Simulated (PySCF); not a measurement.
W(S)2(Cl)(NH2) (ClH2NS2W), SMILES [W](=[S])([NH2])(=[S])[Cl], multiplicity 1.

The structure is a stationary point at PBE-D3(BJ)/def2-SVP. The multiplicity is an assumed one; no other spin state was optimised. The structure was generated by enumeration; whether it is a known compound was not checked. The def2 effective core potentials stand for the cores of W; spin–orbit coupling is left out. Other conformers were not sampled.

Calculation: PBE-D3(BJ)/def2-SVP in PySCF 2.14.0.

Frequencies are harmonic and unscaled.

Computed normal modes with their intensities:
| mode | ν (cm⁻¹) | IR (km/mol) | moving atoms (share of kinetic energy) |
|---|---|---|---|
| 1 | 131 | 1.0 | S 38 %, Cl 34 %, W 21 % |
| 2 | 131 | 0.0 | Cl 47 %, S 41 %, W 11 % |
| 3 | 167 | 1.4 | S 81 %, W 13 % |
| 4 | 174 | 4.5 | N 51 %, S 22 %, H 14 % |
| 5 | 201 | 7.1 | N 51 %, S 23 %, H 20 % |
| 6 | 372 | 6.4 | H 96 % |
| 7 | 388 | 32.9 | Cl 81 %, W 17 % |
| 8 | 516 | 164.4 | H 77 %, N 22 % |
| 9 | 529 | 12.1 | S 88 %, W 11 % |
| 10 | 530 | 42.9 | S 74 %, W 19 % |
| 11 | 648 | 7.8 | H 79 %, N 16 % |
| 12 | 703 | 46.9 | N 76 %, H 15 %, W 8 % |
| 13 | 1446 | 38.6 | H 89 %, N 11 % |
| 14 | 3456 | 149.2 | H 96 % |
| 15 | 3558 | 54.2 | H 91 %, N 9 % |
